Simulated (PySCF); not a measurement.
Spectra and structures to be paired. Computed, not measured: TDDFT PBE0/def2-SVPD, vertical, gas phase, core orbitals frozen in the response (PySCF 2.14.0, density-fitted response routines). Geometries: PBE0-D3(BJ)/def2-SVP; one conformer of each isolated species. Triplets are in the Tamm–Dancoff approximation.

A. `CC[C@H]1BCCCC1`
B. `C=C(C=C)C(=C)F`
C. `CCC(F)(F)CC`
D. `c1ccn(C2C[SiH2]C2)c1`

Lowest singlet levels (six at most, fewer where fewer were computed) with oscillator strengths:

1. 243 nm (f 0.278); 232 nm (f 0.066); 213 nm (f 0.159); 187 nm (f 0.003); 179 nm (f 0.136); 176 nm (f 0.068); T1 2.86 eV
2. 232 nm (f 0.001); 216 nm (f 0.002); 177 nm (f 0.016); 175 nm (f 0.003); 172 nm (f 0.030); 171 nm (f 0.001); T1 4.85 eV
3. 144 nm (f 0.003); 135 nm (f 0.010); 134 nm (f 0.004); 131 nm (f 0.000); 130 nm (f 0.025); 128 nm (f 0.005); T1 8.47 eV
4. 223 nm (f 0.003); 219 nm (f 0.000); 205 nm (f 0.009); 204 nm (f 0.154); 199 nm (f 0.139); 198 nm (f 0.000); T1 4.25 eV

Task: Which spectrum belongs to which structure?

Result: 1 = B, 2 = A, 3 = C, 4 = D.
- A: S1 at 5.35 eV, HOMO→LUMO (98%); Löwdin shares by element: HOMO carbon 41% or more, boron 19% (atoms not listed hold the other 40%); LUMO boron 46%, carbon 24% or more, hydrogen 8% or more (atoms not listed hold the other 22%); HOMO -7.68 and LUMO -0.71 eV.
- B: S1 at 5.11 eV, HOMO→LUMO (82%), HOMO-1→LUMO (9%); Löwdin shares by element: HOMO carbon 68% or more (atoms not listed hold the other 32%); LUMO carbon 69% or more (atoms not listed hold the other 31%); HOMO -6.81 and LUMO -1.41 eV.
- C: S1 at 8.62 eV, HOMO→LUMO (98%); Löwdin shares by element: HOMO carbon 48% or more, fluorine 13% or more (atoms not listed hold the other 39%); LUMO carbon 37% or more, hydrogen 9% or more (atoms not listed hold the other 54%); HOMO -9.09 and LUMO 0.64 eV.
- D: S1 at 5.57 eV, HOMO→LUMO (98%); Löwdin shares by element: HOMO carbon 83% or more (atoms not listed hold the other 17%); LUMO silicon 36%, hydrogen 24% or more, carbon 10% or more (atoms not listed hold the other 30%); HOMO -6.06 and LUMO 0.19 eV; point group Cs, 2 of its 6 listed states under f = 0.0005.
